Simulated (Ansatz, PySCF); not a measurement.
Process, species as SMILES: Cl[SiH2]Cl + [SiH4] (SiH4) → 2 [SiH3]Cl
Structures are relaxed separately at B3LYP-D3(BJ)/def2-TZVP in Ansatz (a quantum-chemistry and plane-wave program). Frequencies are from Ansatz or PySCF.

Property: bond separation energy (enthalpy at 298 K, with B3LYP-D3(BJ) rigid-rotor harmonic-oscillator terms), in kcal/mol. Correlated levels leave the core frozen unless marked. No spin-orbit coupling. No relativistic terms. CBS marks a two-point X^-3 extrapolation of the correlation energy; Hartree-Fock from the larger set. The bracket is a focal-point correction in the basis named.

```json
[
 {"level": "PBE-D3(BJ)/def2-TZVPD", "program": "Ansatz + dftd3", "bond separation energy (kcal/mol)": "2.2"},
 {"level": "BLYP-D4/def2-TZVPD", "program": "Ansatz + dftd4", "bond separation energy (kcal/mol)": "2.2"},
 {"level": "TPSS/def2-TZVPD", "program": "PySCF", "bond separation energy (kcal/mol)": "1.4"},
 {"level": "M06-L-D4/def2-TZVPD", "program": "PySCF + dftd4", "bond separation energy (kcal/mol)": "1.6"}
]
```

### Question
Predict the RI-MP2/CBS(aug-cc-pV(T+d)Z,aug-cc-pV(Q+d)Z)+[CCSD(T)-MP2]/aug-cc-pV(T+d)Z result (Ansatz).

### Answer
1.7 kcal/mol, so M06-L-D4/def2-TZVPD differs from it by -0.1 kcal/mol.
